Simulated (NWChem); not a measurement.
C3H4F2Si; SMILES C(#CC(F)F)[SiH3]

```xyz
10

F      2.3474     0.7964    -0.4977
C      1.6855    -0.3741    -0.4000
F      2.2030    -1.0626     0.6373
C      0.2523    -0.1367    -0.1933
C     -0.9428     0.0404    -0.0527
Si    -2.7393     0.3380     0.2100
H      1.8661    -0.9523    -1.3242
H     -3.5085    -0.2511    -0.9229
H     -2.9788     1.8075     0.2763
H     -3.1531    -0.3037     1.4898
```
Atoms are numbered in this order, from 1.

Results from NWChem. Pople sets run with spherical d functions. Structure relaxed at the PBE0/def2-SVP level. GIAO values for the isolated, static molecule; σ is the absolute isotropic shielding, δ = σ(reference) − σ with the isolated reference molecule computed at the same levels (13C: tetramethylsilane, 19F: trichlorofluoromethane, 1H: tetramethylsilane, 29Si: tetramethylsilane).

```tsv
level	δ C2 (ppm)	δ F3 (ppm)	δ C4 (ppm)	δ C5 (ppm)	δ Si6 (ppm)	δ H7 (ppm)	δ H8 (rotor mean) (ppm)
Hartree-Fock/6-31G*	90.2	-88.8	96.1	83.1	-63.1	5.86	4.31
PBE/pcSseg-1	…	…	…	…	…	…	4.32
LDA (Slater exchange, VWN5)/pcSseg-1	114.4	-143.5	112.1	93.2	-105.2	6.51	4.48
```

Question: Some entries are withheld; supply them.

Answer: 
- PBE/pcSseg-1, δ C2 (ppm): 110.3
- PBE/pcSseg-1, δ F3 (ppm): -138.0
- PBE/pcSseg-1, δ C4 (ppm): 106.9
- PBE/pcSseg-1, δ C5 (ppm): 86.0
- PBE/pcSseg-1, δ Si6 (ppm): -99.7
- PBE/pcSseg-1, δ H7 (ppm): 6.41
